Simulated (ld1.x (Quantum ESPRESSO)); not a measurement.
The numbers below are computed, except where a source is named.
## Potentials for Ta (Z = 73) compared

Generated with ld1.x 7.5 (TM, RRKJ, ultrasoft, PAW), atompaw 4.2 or ONCVPSP 4.0.1. The cutoff is in Ry: for ld1.x and atompaw files where the sum of valence levels is converged to 10 mRy in a Bessel basis, for ONCV files where the hardest occupied wave has 1 mHa per electron of residual kinetic energy. The error is the largest all-electron minus pseudo excitation energy over each file’s own four to seven test configurations (ionisations up to +4, promotions, holes and added fractions of an electron), all of which were solved. The labels leave out finer settings (local radius, basis sizes, second energies), which also bear on the numbers. Spin-polarised tests are not counted. The rows are a selection from randomly drawn settings: files with unsolved tests, undetermined cutoffs or missed reference levels are left out.

```tsv
potential	cutoff (Ry)	largest error (meV)	bound ghosts
TM, PBE, scalar-relativistic, rc 2.00/3.00/2.80 (spd), local s, core correction yes, reference 5d3 6s2 6p0	25	-255	none
TM, PBE, scalar-relativistic, rc 1.80/1.50/1.95 (spd), local p, core correction no, reference 5s2 5p6 5d3 6s0 6p0	70	+3173	none
PAW, PBE, scalar-relativistic, rc 1.95/2.60/2.50 (spd), local smoothed, core correction yes, reference 5s2 5p6 5d3 6s1 6p1	21	-9.6	none
PAW, PBEsol, scalar-relativistic, rc 3.15/3.05/3.25 (spd), local smoothed, core correction yes, reference 5d3.5 6s1.5 6p0	8	-38	none
TM semilocal, PBE, scalar-relativistic, rc 2.15/2.75/2.85 (spd), local p, core correction yes, reference 5d3 6s0.5 6p0	21	-163	none
```

Problem. Fill in the row for Ta: TM, PBE, scalar-relativistic, rc 2.60/3.40/1.55 (spd), local s, core correction yes, reference 5d3 6s0 6p0.

Solution. cutoff 30 Ry, largest error -861 meV, bound ghosts: none.
